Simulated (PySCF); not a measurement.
B3LYP has the VWN-RPA correlation part, as in Gaussian. 

[Ti(F)4] (charge 0, multiplicity 1)

Computed with B3LYP-D3(BJ)/def2-TZVP // BP86-D3(BJ)/def2-SVP run with PySCF.

| Item | Value |
|---|---|
| HOMO | -12.23 eV |
| dipole moment | 0.01 D |
| HOMO–LUMO gap | 8.68 eV |
| LUMO | -3.56 eV |
| charge on the central atom (Mulliken) | 1.67 e |
| charge on the central atom (meta-Löwdin) | 1.70 e |
| total energy | -1249.3450 Ha |
| cost | about 50 core-seconds (a rough figure) |

Bonds (Å): Ti1–F2 1.744, Ti1–F3 1.744, Ti1–F4 1.745, Ti1–F5 1.744. Angles (°): F2–Ti1–F3 109.5, F2–Ti1–F4 109.4, F2–Ti1–F5 109.6, F3–Ti1–F4 109.4, F3–Ti1–F5 109.2, F4–Ti1–F5 109.8.
